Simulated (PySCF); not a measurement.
Species: C4H11PSi (charge +1 and doublet state).
Numbering: `[CH3:1][C@@H:2]1[CH2:3][C@@H:4]1[SiH2:5][PH2+:6]` (hydrogens: H7, H8, H9 on C1; H10 on C2; H11, H12 on C3; H13 on C4; H14, H15 on Si5; H16, H17 on P6)

Structure used (GFN2-xTB), in Å, numbered top down from 1:
```
atom  x, y, z in Å
C1    -1.081   -1.025   -0.894
C2    -1.362   -0.005    0.168
C3    -1.357    1.441   -0.152
C4    -0.231    0.892    0.700
Si5    1.523    0.805    0.059
P6     2.003   -1.511    0.197
H7    -2.018   -1.342   -1.350
H8    -0.443   -0.620   -1.678
H9    -0.614   -1.921   -0.475
H10   -2.060   -0.343    0.925
H11   -2.072    2.084    0.339
H12   -1.129    1.737   -1.165
H13   -0.312    1.113    1.760
H14    1.762    1.057   -1.358
H15    2.504    1.330    1.010
H16    3.348   -1.718    0.480
H17    1.533   -1.963    1.425
```

The hyperfine couplings belong to this conformer and change with its torsions.

The calculation used UKS B3LYP, pcH-1 on C H P Si, non-relativistic, mean-field spin-orbit, GIAO in PySCF. Isolated species at its GFN2-xTB geometry (one conformer only). A GFN2-xTB geometry isn't a minimum of the functional, and hyperfine couplings can be far from their values at a DFT geometry, by a factor of two or more for some ions and for spin on atoms past the first row. No stability test was run, so a lower SCF solution isn't excluded.

Principal values of hyperfine tensors in MHz (contact, dipolar and spin–orbit terms together), for some of the nuclei:

```csv
atom,isotope,A1,A2,A3
P6,31P,404.92,423.55,1231.15
H7,1H,34.99,35.62,40.56
H9,1H,20.99,25.99,31.63
H11,1H,15.90,16.90,19.55
Si5,29Si,-1.73,23.51,27.22
C4,13C,0.74,1.10,17.96
H14,1H,-8.72,-7.44,-2.34
H17,1H,-18.75,-4.96,7.19
```

**Question.** Give the isotropic coupling of each nucleus in MHz and in mT (g = 2.0097), and the anisotropic part.

**Answer.** a_iso = (A1 + A2 + A3)/3, Ti = Ai − a_iso; 1 mT corresponds to 28.129 MHz. The tensors hold a spin–orbit part: the run splits a_iso into a_FC + a_SO, and T includes its anisotropic share.

| atom | a_iso (MHz) | a_FC | a_SO | a_iso (mT) | T1 | T2 | T3 |
| --- | --- | --- | --- | --- | --- | --- | --- |
| P6 | 686.54 | 687.47 | -0.93 | 24.407 | -281.62 | -262.99 | 544.61 |
| H7 | 37.05 | 37.05 | 0.00 | 1.317 | -2.07 | -1.43 | 3.50 |
| H9 | 26.20 | 26.20 | 0.00 | 0.932 | -5.22 | -0.21 | 5.43 |
| H11 | 17.45 | 17.44 | 0.01 | 0.620 | -1.55 | -0.55 | 2.10 |
| Si5 | 16.33 | 16.52 | -0.18 | 0.581 | -18.06 | 7.18 | 10.88 |
| C4 | 6.60 | 6.50 | 0.10 | 0.235 | -5.86 | -5.50 | 11.36 |
| H14 | -6.17 | -6.17 | 0.01 | -0.219 | -2.56 | -1.27 | 3.82 |
| H17 | -5.51 | -5.61 | 0.11 | -0.196 | -13.24 | 0.55 | 12.69 |

**Question.** What spin density at the nucleus of Si5 lies behind its contact coupling (g_N = -1.11058)?

**Answer.** a_FC = 800.24 MHz bohr³ × g_N × ρ(0)/(2S). With a_FC = 16.52 MHz and 2S = 1, ρ(0) = -0.01858 bohr⁻³. The nuclear moment is negative, so coupling and spin density have opposite signs.

**Question.** H15 (1H, g_N = 5.58569) isn't in the table. Its spin density at the nucleus is 0.02397 bohr⁻³. What is its contact coupling?

**Answer.** By the same relation, a_FC = 107.2 MHz. Its full tensor has the principal values 103.84, 108.25, 109.39 MHz.

**Question.** Name the largest traceless tensor T of the table and describe it.

**Answer.** P6: -281.6, -263.0, 544.6 MHz (the dipolar term alone has -278.6, -265.3, 543.9), nearly axial, close to the ratio −1:−1:+2, the form that spin in one p orbital centred on that nucleus gives.
